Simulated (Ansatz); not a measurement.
Reaction (ligand exchange at the In–C bond): `[CH3][In]([Br])[Br]` + HCl → `[Cl][In]([Br])[Br]` + CH₄

Isolated molecules relaxed with PBE0-D4/def2-TZVP in Ansatz; ΔE leaves out vibrations. CCSD(T)/CBS adds triple-zeta CCSD(T) − MP2 to the extrapolated MP2 energy (def2 sets, frozen cores). This one scheme is used for every species. Functionals use def2-TZVPP. HSE06 is defined as in plane-wave codes. def2 core potentials past Kr. For Br, In outer-core shells are correlated without core-valence functions, which leaves a few kJ/mol of doubt a bond. Scalar relativity is left out up to krypton.

Problem. Is it downhill or uphill in electronic energy at CCSD(T)/CBS, and by how much? (An estimate is asked.)

Solution. Computed: Downhill: ΔE = -27.0 kcal/mol.

Problem. What do these levels give: PBE-D4, BLYP-D4, B97M-V, PBE0-D4, PBE-QIDH, PBE, PBE0, HSE06, BHLYP, MP2/def2-SVP, SCS-MP2/def2-TZVPP, CCSD(T)/def2-TZVPP? (Estimate.)

Solution. Computed: PBE-D4 -26.4, BLYP-D4 -27.5, B97M-V -30.3, PBE0-D4 -27.4, PBE-QIDH -27.6, PBE -26.5, PBE0 -27.4, HSE06 -27.4, BHLYP -29.7, MP2/def2-SVP -30.3, SCS-MP2/def2-TZVPP -26.7, CCSD(T)/def2-TZVPP -26.1 kcal/mol.

Largest T1 diagnostic among the species: 0.010.

From PBE to PBE0 (25 % exact exchange), in def2-TZVPP and without D4, ΔE moves by −1.0 kcal/mol. In def2-TZVPP, CCSD(T) changes the Hartree–Fock value by +6.6 kcal/mol (the triples alone add +0.4 kcal/mol) and MP2 by +6.7 kcal/mol. At CCSD(T), def2-SVP lies −3.0 kcal/mol from the extrapolated value and def2-TZVPP +1.0 kcal/mol.
